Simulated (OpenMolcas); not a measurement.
## Cl3+: CASPT2 settings compared

```
Program             : OpenMolcas 26.06
Basis               : ANO-R1 [4s3p1d]
Scalar Hamiltonian  : X2C, finite nucleus
Active space        : 2 electrons in 3 orbitals (3p)
State averaging     : 2S+1 = 3 even, 3 roots; 2S+1 = 1 even, 6 roots kept (CI in the orbitals of an earlier block)
Spin-orbit coupling : RASSI with atomic mean-field integrals over the reference wave functions, term energies averaged over their components
```

Methods on the same reference wave functions:
A. CASSCF
B. SS-CASPT2, IPEA 0 Eh, real shift 0.1 Eh (closed shells correlated: 2s 2p 3s)
C. SS-CASPT2, IPEA 0.75 Eh, sigma2 regulariser 0.1 Eh (closed shells correlated: 2s 2p 3s)
D. SS-CASPT2, IPEA 0.75 Eh, imaginary shift 0.5 Eh (closed shells correlated: 2s 2p 3s)

Energies in cm-1 above 3s2 3p2 3P0, the measured ground level; measured values from Moore, Atomic Energy Levels, vol. I, NSRDS-NBS 35 (1971 reprint of NBS Circular 467, 1949).

```json
{"Level": "3s2 3p2 3P0", "A": "0.0", "B": "0.0", "C": "0.0", "D": "0.0", "Measured": "0.0"}
{"Level": "3s2 3p2 3P1", "A": "490", "B": "496", "C": "497", "D": "497", "Measured": "491"}
{"Level": "3s2 3p2 3P2", "A": "1364", "B": "1368", "C": "1367", "D": "1367", "Measured": "1341"}
{"Level": "3s2 3p2 1D2", "A": "16895", "B": "15830", "C": "14870", "D": "14880", "Measured": "13766"}
{"Level": "3s2 3p2 1S0", "A": "40801", "B": "35590", "C": "34660", "D": "34700", "Measured": "32550"}
```

Deviations, from unrounded energies. A percentage is the sum of absolute deviations over the sum of measured energies, with the sign that they share, or ± where signs differ.

```
                        Against measurement  Levels      A      B     C     D
             mean absolute deviation (cm-1)       4   2900   1300   810   820
      fine structure of the ground term (%)       2   ±1.3   +1.7  +1.8  +1.8
other terms of the ground configuration (%)       2  +24.6  +11.0  +6.9  +7.0
```

C, D lie about equally close to measurement and A furthest from it. The largest miss of C in the table is 3s2 3p2 1S0, by +2100 cm-1. The ranking rests on the paired levels alone, and a cruder setting can come out closer through cancelling errors.

Among B to D the level of the table that moves most is 3s2 3p2 1D2, by 970 cm-1 (lowest in C, highest in B). Moves below CASPT2's spread within the term are not significant.

The two smallest mean deviations differ by little beside CASPT2's spread within terms, so their order carries little weight.

From A to B the spin-free energies of the other terms of 3s2 3p2 shown, above 3P, scale by factors of 0.87 to 0.93.

The lowest spin-free term lies below A's lowest term by 0.075 hartree in B, 0.059 hartree in C, 0.059 hartree in D.

Term energies are means over components that CASPT2 splits; among the terms shown or strongly mixed into the levels shown the widest spread is 260 cm-1 (3s2 3p2 1D, C). Terms from blocks run as CI alone lack orbitals of their own. With the s shell closed, the reference lacks s² → p² mixing. The basis is small and was not contracted for so high a charge. Some terms miss by over 15 % even with CASPT2, which points to a basis or an active space too small for the shells correlated (holds for B). Computed and measured levels are paired by configuration, term and J; levels that our copy of the source lacks, or whose pairing is in doubt (as where it misses far off the trend of its configuration), stay unpaired and out of the deviations. Levels of configurations outside the active space are missing.
